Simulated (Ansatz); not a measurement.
Ge₄Te₃. The state is a singlet with charge 0. Geometry PBE0-D4/def2-SVP; atoms count from 1.

```xyz
7

Ge    1.624    1.825    0.949
Ge    0.052    1.537   -1.081
Ge   -1.437   -1.293    1.957
Ge    0.008   -0.851   -2.176
Te   -1.360   -2.256   -0.372
Te   -1.066    1.271    1.383
Te    2.179   -0.234   -0.660
```

In the def2 sets Te takes a core potential; there is no spin–orbit coupling. Another isomer (singlet) lies 0.27 eV lower at PBE0-D4/def2-TZVP; other spin states weren't run for this one.

**Question.** Estimate the Mulliken populations from the PBE0/def2-TZVP orbitals of Ansatz.

**Answer.** 
```csv
atom,charge (e)
Ge1,0.15
Ge2,0.10
Ge3,0.17
Ge4,0.07
Te5,-0.16
Te6,-0.16
Te7,-0.16
```
Mulliken values depend strongly on the basis.

**Question.** And the Mayer bond orders between heavy atoms (over 0.3)?

**Answer.** Ge1–Ge2 0.67 (2.58 Å); Ge1–Te6 0.72 (2.78 Å); Ge1–Te7 0.90 (2.67 Å); Ge2–Ge4 0.64 (2.63 Å); Ge2–Te6 0.81 (2.72 Å); Ge2–Te7 0.64 (2.80 Å); Ge3–Te5 1.41 (2.52 Å); Ge3–Te6 0.95 (2.65 Å); Ge4–Te5 0.97 (2.66 Å); Ge4–Te7 0.80 (2.72 Å).
